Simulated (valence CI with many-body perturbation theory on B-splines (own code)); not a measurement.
E1 line list for Ir69+

Calculated by valence CI with perturbative core correlation (CI+MBPT): six valence electrons over a frozen Dirac-Fock core [He], a basis of 9 s, 9 p, 8 d, 6 f, 3 g, 1 h functions for each j, with the one-electron correlation potential Σ1 (screened to all orders), the two-electron term Σ2, the three-electron term Σ3, Breit, model QED; selected single and double excitations, second order for the rest, scaled by the run's own slope (own B-spline code, finite nucleus).

No measured spectrum was set against this ion. As an estimate, large intervals hold to a few tenths of a per cent, small ones and those within an open d or f shell to about a per cent. Among the levels kept, up to 2200 cm⁻¹ of a level comes from second order outside the variational space, and about a tenth of that is noise between levels of different J, which matters for small intervals.

Lines 151 to 200 of 208 in falling wavelength, among levels below 11681 eV, chosen from the strongest by gf and those to the six lowest levels. Wavelengths and rates use the calculated energies. Electric multipoles are in the length gauge with retardation, E1 and E2 with the static RPA response of the core. Weak lines are less certain than strong ones. Lines between different terms over intervals too small for the method are left out, as are lines whose strength nearly cancels. The highest levels of a list are the least certain.

Levels are named by their leading jj configuration (3d3/2^4 stands for four electrons in 3d with j = 3/2), which in mixed levels can hold well under half, so a name can repeat and another be missing. Letters in brackets count levels of one name in rising energy.

| λ vac (nm) | Upper | Lower | A (s⁻¹) | S (a.u.) |
| --- | --- | --- | --- | --- |
| 0.1330 | (2s 2p1/2^2 2p3/2^2 3s) J=2 [a] | (2s 2p1/2^2 2p3/2^3) J=2 | 2.50e+14 | 1.45e-03 |
| 0.1329 | (2s 2p1/2^2 2p3/2^2 3s) J=1 [b] | (2s 2p1/2^2 2p3/2^3) J=1 | 2.27e+14 | 7.88e-04 |
| 0.1328 | (2s 2p1/2^2 2p3/2^2 3s) J=2 [b] | (2s 2p1/2^2 2p3/2^3) J=1 | 4.14e+13 | 2.39e-04 |
| 0.1328 | (2s^2 2p1/2 2p3/2^2 3s) J=2 [a] | (2s^2 2p1/2 2p3/2^3) J=2 | 1.20e+13 | 6.96e-05 |
| 0.1326 | (2s^2 2p1/2 2p3/2^2 3s) J=1 [a] | (2s^2 2p1/2 2p3/2^3) J=2 | 4.77e+13 | 1.65e-04 |
| 0.1325 | (2s^2 2p1/2 2p3/2^2 3s) J=2 [a] | (2s^2 2p1/2 2p3/2^3) J=1 | 3.76e+13 | 2.16e-04 |
| 0.1325 | (2s 2p1/2^2 2p3/2^2 3s) J=0 | (2s 2p1/2^2 2p3/2^3) J=1 | 1.36e+14 | 1.56e-04 |
| 0.1325 | (2s^2 2p1/2 2p3/2^2 3s) J=3 | (2s^2 2p1/2 2p3/2^3) J=2 | 4.74e+13 | 3.80e-04 |
| 0.1324 | (2s^2 2p1/2 2p3/2^2 3s) J=1 [a] | (2s^2 2p1/2 2p3/2^3) J=1 | 2.37e+14 | 8.14e-04 |
| 0.1323 | (2s^2 2p1/2 2p3/2^2 3s) J=2 [b] | (2s^2 2p1/2 2p3/2^3) J=2 | 2.50e+14 | 1.43e-03 |
| 0.1323 | (2s^2 2p1/2^2 2p3/2 3s) J=2 | (2s^2 2p1/2^2 2p3/2^2) J=2 | 1.39e+14 | 7.92e-04 |
| 0.1322 | (2s^2 2p1/2^2 2p3/2 3s) J=1 | (2s^2 2p1/2^2 2p3/2^2) J=2 | 2.30e+14 | 7.86e-04 |
| 0.1321 | (2s^2 2p1/2 2p3/2^2 3s) J=2 [b] | (2s^2 2p1/2 2p3/2^3) J=1 | 3.48e+13 | 1.98e-04 |
| 0.1318 | (2s 2p1/2^2 2p3/2^2 3s) J=1 [a] | (2s 2p1/2^2 2p3/2^3) J=2 | 1.12e+14 | 3.79e-04 |
| 0.1317 | (2s 2p1/2^2 2p3/2^2 3s) J=1 [b] | (2s 2p1/2^2 2p3/2^3) J=2 | 6.01e+13 | 2.03e-04 |
| 0.1316 | (2s^2 2p1/2 2p3/2^2 3s) J=1 [b] | (2s^2 2p1/2 2p3/2^3) J=2 | 1.18e+14 | 3.97e-04 |
| 0.1316 | (2s 2p1/2^2 2p3/2^2 3s) J=2 [b] | (2s 2p1/2^2 2p3/2^3) J=2 | 7.32e+12 | 4.12e-05 |
| 0.1314 | (2s^2 2p1/2 2p3/2^2 3s) J=0 | (2s^2 2p1/2 2p3/2^3) J=1 | 1.43e+14 | 1.61e-04 |
| 0.1313 | (2s^2 2p1/2 2p3/2^2 3s) J=1 [b] | (2s^2 2p1/2 2p3/2^3) J=1 | 2.34e+13 | 7.85e-05 |
| 0.1313 | (2s^2 2p1/2 2p3/2^2 3p3/2) J=0 | (2s 2p1/2^2 2p3/2^3) J=1 | 7.27e+10 | 8.12e-08 |
| 0.1312 | (2s^2 2p1/2 2p3/2^2 3p3/2) J=2 | (2s 2p1/2^2 2p3/2^3) J=1 | 2.67e+11 | 1.49e-06 |
| 0.1310 | (2s^2 2p1/2 2p3/2^2 3p3/2) J=1 | (2s 2p1/2^2 2p3/2^3) J=1 | 2.24e+12 | 7.45e-06 |
| 0.1300 | (2s^2 2p1/2 2p3/2^2 3p3/2) J=3 [a] | (2s 2p1/2^2 2p3/2^3) J=2 | 1.66e+11 | 1.26e-06 |
| 0.1300 | (2s^2 2p1/2 2p3/2^2 3p3/2) J=2 | (2s 2p1/2^2 2p3/2^3) J=2 | 2.38e+12 | 1.29e-05 |
| 0.1298 | (2s^2 2p1/2 2p3/2^2 3p3/2) J=1 | (2s 2p1/2^2 2p3/2^3) J=2 | 1.10e+12 | 3.58e-06 |
| 0.1297 | (2s^2 2p1/2 2p3/2^2 3p3/2) J=3 [b] | (2s 2p1/2^2 2p3/2^3) J=2 | 2.36e+11 | 1.78e-06 |
| 0.1259 | (2s 2p1/2^2 2p3/2^2 3p1/2) J=2 [a] | (2s^2 2p1/2 2p3/2^3) J=2 | 1.35e+11 | 6.66e-07 |
| 0.1259 | (2s 2p1/2^2 2p3/2^2 3p1/2) J=3 | (2s^2 2p1/2 2p3/2^3) J=2 | 3.89e+10 | 2.69e-07 |
| 0.1257 | (2s 2p1/2^2 2p3/2^2 3p1/2) J=2 [a] | (2s^2 2p1/2 2p3/2^3) J=1 | 4.02e+11 | 1.97e-06 |
| 0.1245 | (2s 2p1/2^2 2p3/2^2 3p1/2) J=1 [a] | (2s^2 2p1/2 2p3/2^3) J=2 | 1.75e+11 | 4.99e-07 |
| 0.1245 | (2s 2p1/2^2 2p3/2^2 3p1/2) J=1 [b] | (2s^2 2p1/2 2p3/2^3) J=2 | 4.34e+11 | 1.24e-06 |
| 0.1245 | (2s 2p1/2^2 2p3/2^2 3p1/2) J=2 [b] | (2s^2 2p1/2 2p3/2^3) J=2 | 5.64e+11 | 2.69e-06 |
| 0.1243 | (2s 2p1/2^2 2p3/2^2 3p1/2) J=1 [a] | (2s^2 2p1/2 2p3/2^3) J=1 | 3.65e+05 | 1.04e-12 |
| 0.1243 | (2s 2p1/2^2 2p3/2^2 3p1/2) J=1 [b] | (2s^2 2p1/2 2p3/2^3) J=1 | 1.09e+11 | 3.11e-07 |
| 0.1243 | (2s 2p1/2^2 2p3/2^2 3p1/2) J=0 | (2s^2 2p1/2 2p3/2^3) J=1 | 1.41e+12 | 1.34e-06 |
| 0.1243 | (2s 2p1/2^2 2p3/2^2 3p1/2) J=2 [b] | (2s^2 2p1/2 2p3/2^3) J=1 | 1.72e+10 | 8.16e-08 |
| 0.1233 | (2s^2 2p1/2^2 2p3/2 3d3/2) J=1 | (2s^2 2p1/2^2 2p3/2^2) J=0 | 1.60e+14 | 4.45e-04 |
| 0.1226 | (2s^2 2p1/2^2 2p3/2 3d3/2) J=2 | (2s^2 2p1/2^2 2p3/2^2) J=2 | 1.67e+14 | 7.60e-04 |
| 0.1225 | (2s^2 2p1/2^2 2p3/2 3d3/2) J=3 | (2s^2 2p1/2^2 2p3/2^2) J=2 | 4.07e+13 | 2.59e-04 |
| 0.1225 | (2s^2 2p1/2^2 2p3/2 3d3/2) J=1 | (2s^2 2p1/2^2 2p3/2^2) J=2 | 3.18e+14 | 8.66e-04 |
| 0.1215 | (2s^2 2p1/2^2 2p3/2 3d5/2) J=1 | (2s^2 2p1/2^2 2p3/2^2) J=0 | 1.67e+15 | 4.44e-03 |
| 0.1210 | (2s^2 2p1/2^2 2p3/2 3d5/2) J=2 | (2s^2 2p1/2^2 2p3/2^2) J=2 | 1.21e+15 | 5.31e-03 |
| 0.1208 | (2s^2 2p1/2^2 2p3/2 3d5/2) J=3 | (2s^2 2p1/2^2 2p3/2^2) J=2 | 2.72e+15 | 1.66e-02 |
| 0.1207 | (2s^2 2p1/2^2 2p3/2 3d5/2) J=1 | (2s^2 2p1/2^2 2p3/2^2) J=2 | 1.49e+14 | 3.89e-04 |
| 0.1129 | (2s^2 2p1/2 2p3/2^2 3s) J=1 [a] | (2s^2 2p1/2^2 2p3/2^2) J=0 | 2.15e+11 | 4.58e-07 |
| 0.1123 | (2s^2 2p1/2 2p3/2^2 3s) J=2 [a] | (2s^2 2p1/2^2 2p3/2^2) J=2 | 2.84e+13 | 9.94e-05 |
| 0.1122 | (2s^2 2p1/2 2p3/2^2 3s) J=1 [a] | (2s^2 2p1/2^2 2p3/2^2) J=2 | 5.93e+13 | 1.24e-04 |
| 0.1121 | (2s^2 2p1/2 2p3/2^2 3s) J=1 [b] | (2s^2 2p1/2^2 2p3/2^2) J=0 | 5.56e+13 | 1.16e-04 |
| 0.1121 | (2s^2 2p1/2 2p3/2^2 3s) J=3 | (2s^2 2p1/2^2 2p3/2^2) J=2 | 5.25e+13 | 2.56e-04 |
| 0.1120 | (2s^2 2p1/2 2p3/2^2 3s) J=2 [b] | (2s^2 2p1/2^2 2p3/2^2) J=2 | 2.82e+13 | 9.77e-05 |
